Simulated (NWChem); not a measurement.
System: SiH₂S₂F₂; SMILES F[Si](S)(F)S

Output (shortened):

```
             Northwest Computational Chemistry Package (NWChem) 7.3.0
             --------------------------------------------------------

 C2  symmetry detected

                             Geometry "geometry" -> ""
                             -------------------------

 Output coordinates in angstroms (scale by  1.889725989 to convert to a.u.)

  No.       Tag          Charge          X              Y              Z
 ---- ---------------- ---------- -------------- -------------- --------------
    1 F                    9.0000    -0.16783464    -1.28021858    -1.30365818
    2 Si                  14.0000     0.00000000     0.00000000    -0.34390818
    3 F                    9.0000     0.16783464     1.28021858    -1.30365818
    4 S                   16.0000    -1.78307033     0.04640681     0.78580082
    5 S                   16.0000     1.78307033    -0.04640681     0.78580082
    6 H                    1.0000    -1.34619711     1.05880323     1.56746782
    7 H                    1.0000     1.34619711    -1.05880323     1.56746782

 Effective nuclear repulsion energy (a.u.)     379.0646293247

      Symmetry information
      --------------------

 Group name             C2
 Group number              4
 Group order               2
 No. of unique centers     4

  pbe96 is a nonlocal functional; adding pw91lda local functional.

                                 NWChem DFT Module
                                 -----------------

 Summary of "ao basis" -> "ao basis" (spherical)
 ------------------------------------------------------------------------------
       Tag                 Description            Shells   Functions and Types
 ---------------- ------------------------------  ------  ---------------------
 F                          def2-svp                 6       14   3s2p1d
 Si                         def2-svp                 8       18   4s3p1d
 S                          def2-svp                 8       18   4s3p1d
 H                          def2-svp                 3        5   2s1p

      Symmetry analysis of basis
      --------------------------

        a          47
        b          45

            General Information
            -------------------
          SCF calculation type: DFT
          Wavefunction type:  closed shell.
          No. of atoms     :     7
          No. of electrons :    66
           Alpha electrons :    33
            Beta electrons :    33
          Charge           :     0
          Spin multiplicity:     1
          Use of symmetry is: off; symmetry adaption is: on
          Maximum number of iterations: 150
          AO basis - number of functions:    92
                     number of shells:    42
          Convergence on energy requested:  1.00D-06
          Convergence on density requested:  1.00D-05
          Convergence on gradient requested:  5.00D-04

              XC Information
              --------------
          PerdewBurkeErnzerhof Exchange Functional  1.000
            Perdew 1991 LDA Correlation Functional  1.000 local
           PerdewBurkeErnz. Correlation Functional  1.000 non-local

             Grid Information
             ----------------
          Grid used for XC integration:  medium
          Radial quadrature: Mura-Knowles
          Angular quadrature: Lebedev.
          Tag              B.-S. Rad. Rad. Pts. Rad. Cut. Ang. Pts.
          ---              ---------- --------- --------- ---------
          F                   0.50       49          10.0       434
          Si                  1.10       88           8.0       590
          S                   1.00       88          10.0       590
          H                   0.35       45          10.0       434
          Grid pruning is: on
          Number of quadrature shells:   452
          Spatial weights used:  Erf1

      Superposition of Atomic Density Guess
      -------------------------------------

 Sum of atomic energies:       -1283.01676198

      Non-variational initial energy
      ------------------------------

 Total energy =   -1284.153255
 1-e energy   =   -2534.409436
 2-e energy   =     871.191552
 HOMO         =      -0.317868
 LUMO         =       0.073461

      Symmetry analysis of molecular orbitals - initial
      -------------------------------------------------

  Numbering of irreducible representations:

     1 a           2 b

  Orbital symmetries:

     1 a           2 b           3 a           4 a           5 b
     6 a           7 b           8 b           9 a          10 a
    11 b          12 b          13 a          14 a          15 b
    16 a          17 b          18 a          19 b          20 a
    21 b          22 a          23 b          24 b          25 a
    26 a          27 b          28 a          29 b          30 a
    31 b          32 a          33 b          34 a          35 a
    36 b          37 b          38 a          39 b          40 a
    41 b          42 a          43 a

 !! scf_movecs_sym_adapt:    2 vectors were symmetry contaminated

  Symmetry fudging

   convergence    iter        energy       DeltaE   RMS-Dens  Diis-err
 ---------------- ----- ----------------- --------- --------- ---------
 d= 0,ls=0.0,diis     1  -1285.6350664608 -1.66D+03  2.32D-02  1.16D+00
 d= 0,ls=0.0,diis     2  -1285.3791429326  2.56D-01  1.40D-02  4.11D+00
 d= 0,ls=0.0,diis     3  -1285.7625518899 -3.83D-01  2.45D-03  5.65D-02
 d= 0,ls=0.0,diis     4  -1285.7651471077 -2.60D-03  1.51D-03  1.78D-02
 d= 0,ls=0.0,diis     5  -1285.7675695993 -2.42D-03  3.85D-04  9.42D-04
  Resetting Diis
 d= 0,ls=0.0,diis     6  -1285.7677255824 -1.56D-04  7.31D-05  4.31D-05
 d= 0,ls=0.0,diis     7  -1285.7677325939 -7.01D-06  3.44D-05  2.25D-06
 d= 0,ls=0.0,diis     8  -1285.7677323350  2.59D-07  1.93D-05  3.93D-06
 d= 0,ls=0.0,diis     9  -1285.7677329026 -5.68D-07  2.55D-06  1.42D-07

         Total DFT energy =    -1285.767732902559
      One electron energy =    -2536.029803390300
           Coulomb energy =      964.565917657683
    Exchange-Corr. energy =      -93.368476494671
 Nuclear repulsion energy =      379.064629324730

 Numeric. integr. density =       66.000004386766

                  Occupations of the irreducible representations
                  ----------------------------------------------

                     irrep           alpha         beta
                     --------     --------     --------
                     a                17.0         17.0
                     b                16.0         16.0

[...]

                                NWChem TDDFT Module
                                -------------------

            General Information
            -------------------
           No. of orbitals :     184
            Alpha orbitals :      92
             Beta orbitals :      92
        Alpha frozen cores :       0
         Beta frozen cores :       0
     Alpha frozen virtuals :       0
      Beta frozen virtuals :       0
         Spin multiplicity :       1
    Number of AO functions :      92
        Use of symmetry is : off
      Symmetry adaption is : on
         Schwarz screening :  0.10D-07

              XC Information
              --------------
   PerdewBurkeErnzerhof Exchange Functional   1.00
     Perdew 1991 LDA Correlation Functional   1.00 local
    PerdewBurkeErnz. Correlation Functional   1.00 non-local

             TDDFT Information
             -----------------
          Calculation type : Tamm-Dancoff TDDFT
         Wavefunction type : Restricted singlets & triplets
          No. of electrons :      66
           Alpha electrons :      33
            Beta electrons :      33
              No. of roots :       6
          Max subspacesize :    5200
            Max iterations :     100
               Target root :       1
           Target symmetry : none
      Symmetry restriction : off
                 Algorithm : Optimal
        Davidson threshold :  0.10D-03

    6 smallest eigenvalue differences (eV)
--------------------------------------------------------
  No. Spin  Occ  Vir  Irrep   E(Occ)    E(Vir)   E(Diff)
--------------------------------------------------------
    1    1   33   34 b        -0.247    -0.030     5.889
    2    1   33   35 a        -0.247    -0.018     6.234
    3    1   32   34 a        -0.259    -0.030     6.235
    4    1   33   36 b        -0.247    -0.012     6.377
    5    1   32   35 b        -0.259    -0.018     6.579
    6    1   32   36 a        -0.259    -0.012     6.722
--------------------------------------------------------

  Entering Davidson iterations
  Restricted singlet excited states

  Iter   NTrls   NConv    DeltaV     DeltaE      Time
  ----  ------  ------  ---------  ---------  ---------
    1      6       0     0.69E-01   0.10+100        2.4
    2     12       0     0.24E-01   0.63E-02        2.6
    3     18       0     0.71E-02   0.77E-03        3.3
    4     24       0     0.12E-02   0.89E-04        3.0
    5     30       6     0.82E-04   0.15E-05        2.7
  ----  ------  ------  ---------  ---------  ---------
  Convergence criterion met

  Ground state a       -1285.767732902559 a.u.

  ----------------------------------------------------------------------------
  Root   1 singlet b              0.222034924 a.u.                6.0419 eV
  ----------------------------------------------------------------------------
     Transition Moments    X -0.19938   Y  0.02681   Z -0.00000
     Dipole Oscillator Strength                    0.0059905294
     Electric Quadrupole                           0.0000000305
     Magnetic Dipole                               0.0000009876
     Total Oscillator Strength                     0.0059915475

     Occ.   31  b   ---  Virt.   34  a       -0.07386
     Occ.   32  a   ---  Virt.   35  b       -0.09269
     Occ.   32  a   ---  Virt.   37  b       -0.07217
     Occ.   33  b   ---  Virt.   34  a        0.97836
     Occ.   33  b   ---  Virt.   36  a       -0.13569
  ----------------------------------------------------------------------------
  Root   2 singlet a              0.231246740 a.u.                6.2925 eV
  ----------------------------------------------------------------------------
     Transition Moments    X  0.00000   Y -0.00000   Z -0.10958
     Dipole Oscillator Strength                    0.0018512739
     Electric Quadrupole                           0.0000000024
     Magnetic Dipole                               0.0000002344
     Total Oscillator Strength                     0.0018515107

     Occ.   32  a   ---  Virt.   34  a        0.77771
     Occ.   32  a   ---  Virt.   36  a       -0.10545
     Occ.   33  b   ---  Virt.   35  b       -0.61624
  ----------------------------------------------------------------------------
  Root   3 singlet a              0.236446470 a.u.                6.4340 eV
  ----------------------------------------------------------------------------
     Transition Moments    X  0.00000   Y  0.00000   Z -0.08262
     Dipole Oscillator Strength                    0.0010760809
     Electric Quadrupole                           0.0000000224
     Magnetic Dipole                               0.0000000009
     Total Oscillator Strength                     0.0010761042

     Occ.   32  a   ---  Virt.   34  a       -0.62521
     Occ.   32  a   ---  Virt.   36  a       -0.10558
     Occ.   33  b   ---  Virt.   35  b       -0.76856
  ----------------------------------------------------------------------------
  Root   4 singlet b              0.241444157 a.u.                6.5700 eV
  ----------------------------------------------------------------------------
     Transition Moments    X -0.26433   Y  0.24634   Z -0.00000
     Dipole Oscillator Strength                    0.0210146150
     Electric Quadrupole                           0.0000000008
     Magnetic Dipole                               0.0000001203
     Total Oscillator Strength                     0.0210147361

     Occ.   31  b   ---  Virt.   36  a       -0.06201
     Occ.   32  a   ---  Virt.   35  b        0.52616
     Occ.   33  b   ---  Virt.   34  a        0.15498
     Occ.   33  b   ---  Virt.   36  a        0.82914
  ----------------------------------------------------------------------------
  Root   5 singlet b              0.250122127 a.u.                6.8062 eV
  ----------------------------------------------------------------------------
     Transition Moments    X -0.25791   Y  0.12983   Z -0.00000
     Dipole Oscillator Strength                    0.0139026212
     Electric Quadrupole                           0.0000000037
     Magnetic Dipole                               0.0000006787
     Total Oscillator Strength                     0.0139033036

     Occ.   31  b   ---  Virt.   34  a       -0.10497
     Occ.   32  a   ---  Virt.   35  b       -0.83594
     Occ.   33  b   ---  Virt.   36  a        0.51980
     Occ.   33  b   ---  Virt.   38  a       -0.10550
  ----------------------------------------------------------------------------
  Root   6 singlet a              0.254042362 a.u.                6.9128 eV
  ----------------------------------------------------------------------------
     Transition Moments    X  0.00000   Y -0.00000   Z -0.23234
     Dipole Oscillator Strength                    0.0091427884
     Electric Quadrupole                           0.0000000555
     Magnetic Dipole                               0.0000003205
     Total Oscillator Strength                     0.0091431644

     Occ.   31  b   ---  Virt.   35  b        0.05275
     Occ.   32  a   ---  Virt.   36  a       -0.96816
     Occ.   33  b   ---  Virt.   35  b        0.14383
     Occ.   33  b   ---  Virt.   37  b       -0.18166

              Target root =      1
          Target symmetry = none
      Ground state energy =  -1285.767732902559
        Excitation energy =      0.222034923693
     Excited state energy =  -1285.545697978865

  stored tddft:energy   -1285.5456979788653

    6 smallest eigenvalue differences (eV)
--------------------------------------------------------
  No. Spin  Occ  Vir  Irrep   E(Occ)    E(Vir)   E(Diff)
--------------------------------------------------------
    1    1   33   34 b        -0.247    -0.030     5.889
    2    1   33   35 a        -0.247    -0.018     6.234
    3    1   32   34 a        -0.259    -0.030     6.235
    4    1   33   36 b        -0.247    -0.012     6.377
    5    1   32   35 b        -0.259    -0.018     6.579
    6    1   32   36 a        -0.259    -0.012     6.722
--------------------------------------------------------

  Entering Davidson iterations
  Restricted triplet excited states

  Iter   NTrls   NConv    DeltaV     DeltaE      Time
  ----  ------  ------  ---------  ---------  ---------
    1      6       0     0.24E-01   0.10+100        2.8
    2     12       0     0.23E-02   0.11E-02        3.0
    3     18       0     0.44E-03   0.21E-04        3.4
    4     24       6     0.42E-04   0.47E-06        3.4
  ----  ------  ------  ---------  ---------  ---------
  Convergence criterion met

  Ground state a       -1285.767732902559 a.u.

  ----------------------------------------------------------------------------
  Root   1 triplet b              0.207554764 a.u.                5.6479 eV
  ----------------------------------------------------------------------------
     Transition Moments                    Spin forbidden
     Oscillator Strength                   Spin forbidden

     Occ.   32  a   ---  Virt.   35  b       -0.12665
     Occ.   33  b   ---  Virt.   34  a       -0.98552
     Occ.   33  b   ---  Virt.   36  a       -0.07585
  ----------------------------------------------------------------------------
  Root   2 triplet a              0.218017889 a.u.                5.9326 eV
  ----------------------------------------------------------------------------
     Transition Moments                    Spin forbidden
     Oscillator Strength                   Spin forbidden

[...]
```

Level: PBE/def2-SVP, TDA. Coordinates come from a PBE0/def2-SVP optimisation.

Question: Which NWChem input produces such a log?

Answer: One answer among several that fit: the input that was run:
```
start job
memory heap 200 mb stack 900 mb global 1100 mb
geometry units angstroms noautoz
  F     -0.119557    -1.285626    -1.318633
  Si     0.000000     0.000000    -0.358883
  F      0.119557     1.285626    -1.318633
  S     -1.783554    -0.020701     0.770826
  S      1.783554     0.020701     0.770826
  H     -1.385074     1.007413     1.552493
  H      1.385074    -1.007413     1.552493
end
basis spherical
  * library def2-svp
end
dft
  xc xpbe96 cpbe96
  iterations 150
end
tddft
  cis
  nroots 6
end
task tddft energy
```
